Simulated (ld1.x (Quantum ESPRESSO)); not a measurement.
**Before and after: TM potential for bismuth (Bi)**

bismuth (Bi), norm-conserving Troullier–Martins (Kleinman–Bylander form), made with ld1.x (Quantum ESPRESSO) 7.5 (LDA (PZ), scalar-relativistic). Core [Xe] 4f14, reference 5d10 6s2 6p2 (charge +1). Waves: 6p (bound): rc 2.60 bohr; 5d (bound): rc 1.60 bohr; 6s (bound): rc 1.40 bohr. Local part: the s channel. Core correction: none.

All-electron outer shells of the reference configuration (LDA (PZ), scalar-relativistic, ld1.x):

| shell | level (eV) | outermost node (bohr) | outermost maximum (bohr) |
| --- | --- | --- | --- |
| 5p | -104.15 | 0.48 | 0.86 |
| 5d | -35.34 | 0.51 | 1.03 |
| 6s | -22.45 | 0.98 | 1.86 |
| 6p | -11.72 | 1.14 | 2.35 |

Change: wave 6s (bound): rc 1.40 bohr becomes 6s (bound): rc 1.92 bohr.

Cutoffs: the cutoffs (Ry, on a coarse ladder) from which the occupation-weighted sum of valence levels, in a spherical-Bessel basis at the reference potential, stays within 10 and 1 mRy of its value at 400 Ry; they do not see the model core or the augmentation charge, which bear on the density cutoff. Errors are all-electron minus pseudo energies relative to the spin-unpolarised reference configuration.

**Question.** How do hardness, ghosts and transferability respond?

**Answer.** The potential gets softer (110 Ry and 180 Ry → 60 Ry and 90 Ry); of the 9 tests that both files solve, the error grows in 4 and shrinks in 1 by more than 15 % and 0.3 meV (median size 6.3 → 6.7 meV); the range in which the s phases agree widens (upper end -0.7 → 1.2); neither file shows a bound ghost. A larger radius leaves more room for a smooth pseudo-wave, so fewer plane waves are needed.

| quantity | base | changed |
| --- | --- | --- |
| cutoff, loose | 110 Ry | 60 Ry |
| cutoff, tight | 180 Ry | 90 Ry |
| loose cutoff by channel (10 mRy a level) | p 10 Ry, d 50 Ry, s 90 Ry | p 10 Ry, d 50 Ry, s 21 Ry |
| bound ghosts | none | none |
| error for 5d10 6s2 6p3, meV [ΔE -8.15 eV] | +5.2 | +5.4 |
| error for 5d10 6s2 6p1, meV [ΔE 15.57 eV] | -4.8 | -5.6 |
| error for 5d10 6s2 6p0, meV [ΔE 39.28 eV] | -6.7 | -15 |
| error for 5d10 6s1 6p4, meV [ΔE 2.02 eV] | -0.7 | -1.8 |
| error for 5d10 6s2 6p2.5, meV [ΔE -4.95 eV] | +2.7 | +2.7 |
| error for 5d9 6s2 6p3, meV [ΔE 25.29 eV] | +29 | -187 |
| error for 5d10 6s2 6p3.3, meV [ΔE -9.31 eV] | +6.3 | +6.7 |
| error for 5d10 6s2 6p2 (spin-polarised), meV [ΔE -0.55 eV] | +12 | +9.6 |
| error for 5d10 6s2 6p3 (spin-polarised), meV [ΔE -9.18 eV] | +24 | +21 |
| s: phases at 2.86 bohr within 0.05 rad from the reference energy up to (Ry; the scan ends near 5) | -0.7 | 1.2 |
| p: phases at 2.86 bohr within 0.05 rad from the reference energy up to (Ry; the scan ends near 5) | 2.7 | 2.1 |
| d: phases at 2.86 bohr within 0.05 rad from the reference energy up to (Ry; the scan ends near 5) | 0.0 | -0.2 |
